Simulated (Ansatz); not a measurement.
C₃H₇FGe, SMILES `C=[C](C)[GeH2][F]`. The species carries charge 0 and has multiplicity 1. All single points use the PBE0-D4/def2-TZVP geometry. It is one conformer, not always the lowest.

```xyz
12

C    -0.083   -0.714    1.417
C     0.017   -0.280    0.165
C     0.284   -1.177   -1.002
Ge   -0.195    1.618   -0.167
F    -0.506    2.353    1.386
H     0.028   -1.770    1.656
H    -0.279   -0.040    2.243
H    -0.525   -1.127   -1.738
H     1.202   -0.890   -1.526
H     0.388   -2.218   -0.685
H     1.080    2.292   -0.705
H    -1.412    1.954   -1.046
```

**Question.** What is the dipole moment at B3LYP/def2-TZVPP? (An estimate is asked.)

**Answer.** Computed: 2.58 D, with components (0.48, -1.76, -1.83) D in this frame, pointing from negative to positive charge.

**Question.** And with PBE, r2SCAN, ωB97M-V? (An estimate is asked.)

**Answer.** Ansatz gave: PBE 2.49 D, r2SCAN 2.57 D, ωB97M-V 2.55 D.

**Question.** Give the Mulliken charges with B3LYP, r2SCAN, PBE in def2-TZVPP. (Best estimate.)

**Answer.** Ansatz gave: 
```csv
atom,B3LYP,r2SCAN,PBE
C1,-0.21,-0.15,-0.19
C2,-0.12,-0.14,-0.10
C3,-0.24,-0.13,-0.24
Ge4,0.53,0.53,0.47
F5,-0.40,-0.39,-0.35
H6,0.09,0.07,0.08
H7,0.12,0.09,0.10
H8,0.10,0.07,0.10
H9,0.10,0.06,0.10
H10,0.08,0.04,0.08
H11,-0.03,-0.03,-0.03
H12,-0.03,-0.03,-0.03
```

B3LYP here is the variant with VWN-RPA as its local correlation; programs differ in this.
